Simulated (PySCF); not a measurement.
Computed shifts of a molecule FH6NOSi2, PBE0/pcSseg-1 (PySCF), GIAO, gas phase, atoms alike by connectivity averaged where their shifts nearly agree, in ppm (number of nuclei): ²⁹Si: -31.7 (1), -38.2 (1). ¹⁹F: -165.4 (1). ¹⁵N: 38.3 (1). ¹H: 5.28 (1), 5.17 (1), 5.10 (2), 1.65 (1), 1.53 (1). References: ²⁹Si against TMS (σ = 352.7 ppm); ¹⁹F against CFCl3 (σ = 167.2 ppm); ¹⁷O against H2O (σ = 334.2 ppm); ¹⁵N against NH3 (σ = 267.4 ppm); ¹H against TMS (σ = 31.56 ppm), references at their B3LYP-D3(BJ)/def2-TZVP geometries, non-relativistic. Geometry optimised at PBE0-D3(BJ)/def2-SVP. Other conformers were not sampled.

Q: Pick the molecule that these values belong to.
A. O[SiH2]N[SiH2]F
B. N[SiH2]O[SiH2]F
C. N[Si@@H](O)[SiH2]F
D. N[Si@@H](F)[SiH2]O

A: B, N[SiH2]O[SiH2]F
